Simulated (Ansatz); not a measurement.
An input meant for the cluster Cu₂O⁺ (charge 1, doublet).

```yaml
crystal:
  periodic: [false, false, false]
  atoms:
    - {symbol: Cu, position_ang: [-1.129238, -0.987347, 0.671141]}
    - {symbol: Cu, position_ang: [1.396760, 0.774593, -0.386675]}
    - {symbol: O, position_ang: [-0.267522, 0.212744, -0.284466]}
basis:
  gaussian: {orbitals: def2-SVPD, nuclear_model: gaussian}
total_charge: 1
magnetization: {spin_polarized: true, initial_magnetization: 1}
hamiltonian: {xc: {name: wB97X}}
outputs: {forces: true}
output: {forces: true}
```

```sh
$ ansatz run in.yaml --threads 4 --pin off --events-out ev --progress --plain --max-ram 3916MiB
```

Q: Predict how Ansatz answers.

A: The program refused the input. The input holds a key that doesn't belong there.
```
Error: YAML parse error: error: line 12 column 1: unknown field `outputs`, expected one of crystal, accuracy, basis, kpoints, hamiltonian, magnetization, projection, total_charge, correlation, batch, efield, external_charges, scf, relax, neb, saddle, md, ramp, phonons, dielectric, real_time, elastic, magnetic_configurations, gw, evaluate, workflow, output, checkpoint, execution
10 | magnetization: {spin_polarized: true, initial_magnetization: 1}
11 | hamiltonian: {xc: {name: wB97X}}
12 | outputs: {forces: true}
13 | output: {forces: true}
```
